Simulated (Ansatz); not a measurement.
`C[O][Bi]([Cl])[Cl]` + HCl → `[Cl][Bi]([Cl])[Cl]` + CH₃OH at 700 K and 1 bar (ligand exchange at a Bi–O bond).

Computed with Ansatz on PBE0-D4/def2-TZVP structures; ΔE is electronic, products minus reactants. CCSD(T)/CBS adds triple-zeta CCSD(T) − MP2 to the extrapolated MP2 energy (def2 sets, frozen cores). This one scheme is used for every species. def2 core potentials past Kr. For Bi outer-core shells are correlated without core-valence functions, which leaves a few kJ/mol of doubt a bond. Each species was taken in one conformer, which may not be the lowest.

```tsv
species	CCSD(T)/CBS energy (Eh)	H − E (kJ/mol)	S (J/(mol·K))
`C[O][Bi]([Cl])[Cl]`	-1248.84930	186.4	495.6
HCl	-460.38127	38.4	211.8
`[Cl][Bi]([Cl])[Cl]`	-1593.63311	59.0	419.4
CH₃OH	-115.61712	170.8	288.5
```

H − E and S are ideal-gas, rigid-rotor, harmonic terms from PBE0-D4/def2-TZVP, for one conformer and one mirror image of each species. 1 Eh = 2625.50 kJ/mol, R = 8.31446 J/(mol·K).

**Question.** By hand: ΔE, ΔH, ΔS and ΔG.

**Answer.** ΔE = (-1593.63311) + (-115.61712) − (-1248.84930) − (-460.38127) = -0.01966 Eh = -51.6 kJ/mol. Δ(H − E) = 59.0 + 170.8 − 186.4 − 38.4 = 5.0, so ΔH = -46.6 kJ/mol. ΔS = 419.4 + 288.5 − 495.6 − 211.8 = 0.5 J/(mol·K). ΔG = -46.6 − 700 × (0.5)/1000 = -47.0 kJ/mol.

**Question.** By hand: the equilibrium constant, and the temperature at which ΔG would vanish if ΔH and ΔS stayed fixed.

**Answer.** log₁₀ K = −ΔG/(RT ln 10) = 3.5. ΔH and −TΔS have one sign here, so there is no such temperature.

The number of gas molecules stays the same, so ΔS is small and ΔH decides. A doubt of 5 kJ/mol in ΔE shifts log₁₀ K by 0.4 here. Other conformers and mirror images would add mixing entropy, several J/(mol·K) or more a flexible species. These are equilibria of isolated gas molecules and say nothing of rates. Largest T1 diagnostic: 0.014 (customary marks: 0.02 for closed shells, 0.045 for open ones).

ΔS is within the doubt of such terms, so its sign, and with it that verdict, could turn.
